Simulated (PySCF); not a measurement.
A PySCF script (with the pyscf-properties extension) for the NMR shieldings of `C1=CC=CN1[P@H+](COC)C`, [C₇H₁₃NOP]+, on a GFN2-xTB geometry:

```python
import basis_set_exchange as bse
import numpy as np
from pyscf import gto, dft
from pyscf.prop import nmr

atoms = """
C     2.608320    1.375257    0.560805
O     1.616901    0.574468   -0.066646
C     1.614199   -0.774332    0.321290
P     0.076355   -1.219809   -0.567768
C     0.252385   -0.849071   -2.314198
N    -1.191631   -0.391334    0.080240
C    -1.650482    0.874560   -0.272653
C    -2.577067    1.259074    0.635994
C    -2.703749    0.219561    1.599575
C    -1.846998   -0.768547    1.252262
H     2.465179    1.395842    1.644047
H     2.487187    2.377145    0.156869
H     3.608685    1.001181    0.328860
H     2.501015   -1.322774   -0.025551
H     1.507454   -0.904910    1.409561
H    -0.233507   -2.552561   -0.373965
H     0.606541    0.176785   -2.426142
H     0.981277   -1.528258   -2.756777
H    -0.709486   -0.970610   -2.813666
H    -1.271537    1.377422   -1.139463
H    -3.129511    2.176761    0.631509
H    -3.366846    0.222758    2.441083
H    -1.649436   -1.721622    1.704814
"""
names = dict.fromkeys(["C", "O", "P", "N", "H"], "pcSseg-1")
basis = {el: gto.basis.parse(bse.get_basis(n, elements=[el], fmt="nwchem")) for el, n in names.items()}
mol = gto.M(atom=atoms, basis=basis, charge=1, verbose=0)
mf = dft.RKS(mol, xc="PBE0")
mf.grids.level = 2
mf.grids.alignment = dft.numint.BLKSIZE   # the property module wants whole blocks of grid points
mf.conv_tol = 1e-9
mf.kernel()

calc = nmr.RKS(mf)   # GIAO
C = mf.mo_coeff
Co = C[:, mf.mo_occ > 0]
resp = mf.gen_response(singlet=True, hermi=2)
def vind(x):   # induced exchange potential for any number of trial vectors
    d = np.einsum("pi,xij,qj->xpq", C, 2 * x.reshape(-1, C.shape[1], Co.shape[1]), Co, optimize=True)
    return np.einsum("xpq,pi,qj->xij", resp(d - d.transpose(0, 2, 1)), C, Co, optimize=True).ravel()
mo1, _ = nmr.rhf.solve_mo1(calc, with_cphf=vind)
sigma = calc.kernel(mo1)
for i, s in enumerate(sigma):   # ppm
    print("%2d %-2s %9.2f" % (i, mol.atom_pure_symbol(i), np.trace(s) / 3))
```

Task: What are the results?

Result: 
```
 0 C     121.47
 1 O     327.65
 2 C     115.95
 3 P     310.35
 4 C     182.34
 5 N     128.48
 6 C      58.48
 7 C      59.36
 8 C      57.55
 9 C      60.16
10 H      28.19
11 H      27.36
12 H      27.97
13 H      27.56
14 H      27.40
15 H      24.50
16 H      28.25
17 H      29.58
18 H      29.29
19 H      24.83
20 H      24.39
21 H      24.27
22 H      24.84
```

These numbers come from an equivalent density-fitted implementation of the same equations, which agrees with the script to about 0.01 ppm for H and up to a few tenths of a ppm for heavy atoms, so last digits may differ.

Task: Turn these shieldings into chemical shifts. Referencing at the same level of theory: ¹³C (186.93 ppm), ¹H (31.72 ppm) vs TMS; ¹⁷O (336.08 ppm) vs H2O; H3PO4 for ³¹P (318.38 ppm); NH3 for ¹⁵N (267.73 ppm).

Result: Averaging equivalent atoms: C 7/8: 128.5; C 6/9: 127.6; C 2: 71.0; C 0: 65.5; C 4: 4.6; O 1: 8.4; P 3: 8.0; N 5: 139.3; H 20/21: 7.38; H 15: 7.22; H 19/22: 6.88; H 14: 4.31; H 13: 4.16; H 10/11/12: 3.88; H 16/17/18: 2.68 ppm. Experimental scales use liquid or dissolved standards, which lie at an offset from isolated NH3 (liquid NH3: subtract about 20 ppm) and H2O (liquid H2O: subtract about 36 ppm) and H3PO4.

Size and cost of the density-fitted run: 242 basis functions, 55 s wall time on 1 thread of an Arm Neoverse V1, shared host; peak memory 1.1 GiB.
